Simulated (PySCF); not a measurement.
Vertical excitations of a molecule CH9NSi2 from TDDFT-PBE/def2-SVPD run with PySCF, as energy in eV (oscillator strength): 5.18 (0.021), 5.53 (0.022), 5.79 (0.012), 6.29 (0.164), 6.43 (0.007), 6.66 (0.004), 6.82 (0.028), 6.89 (0.077), 7.05 (0.008), 7.09 (0.016). Lowest triplet (TDA): 4.76 eV. Geometry: PBE0-D3(BJ)/def2-SVP. One conformer was computed; it need not be the lowest.

**Question.** Pick the molecule that these values belong to.
A. C[Si@@H](N)[SiH3]
B. [SiH3]CN[SiH3]
C. C[SiH2][SiH2]N
D. C[SiH2]N[SiH3]

**Answer.** A, C[Si@@H](N)[SiH3]
